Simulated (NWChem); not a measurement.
CH3CdFO; SMILES C[O][Cd][F]

```xyz
7

Cd    -0.5103    -0.4837    -0.0099
F     -1.1942    -2.2825     0.0019
O      0.3296     1.2849    -0.0042
C     -0.3953     2.4744     0.0030
H     -1.0366     2.6054     0.8989
H      0.3185     3.3192     0.0016
H     -1.0461     2.6109    -0.8852
```
Atoms are numbered in this order, from 1.

Level: PBE0/def2-SVP with def2 effective core potentials on Cd (NWChem), optimised geometry, unscaled harmonic frequencies. def2 effective core potentials on Cd; no spin-orbit coupling.

| frequency (cm⁻¹) | IR intensity (km/mol) |
|---|---|
| 98 | 8.9 |
| 109 | 8.4 |
| 161 | 22.5 |
| 233 | 17.0 |
| 514 | 4.6 |
| 644 | 75.0 |
| 1158 | 196.2 |
| 1172 | 0.1 |
| 1190 | 3.5 |
| 1469 | 1.9 |
| 1469 | 10.4 |
| 1483 | 45.8 |
| 2968 | 126.3 |
| 3030 | 68.2 |
| 3073 | 37.0 |

| Property | Value |
|---|---|
| zero-point energy | 26.8 kcal/mol |
| thermal correction to the enthalpy at 298.15 K (with zero-point energy) | 31.1 kcal/mol |
| heat capacity Cv | 16.6 cal/(mol K) |
| entropy at 298.15 K and 1 atm (symmetry number 1) | 78.6 cal/(mol K) |

Rigid rotor and harmonic oscillator; modes under 100 cm⁻¹ make the entropy uncertain.
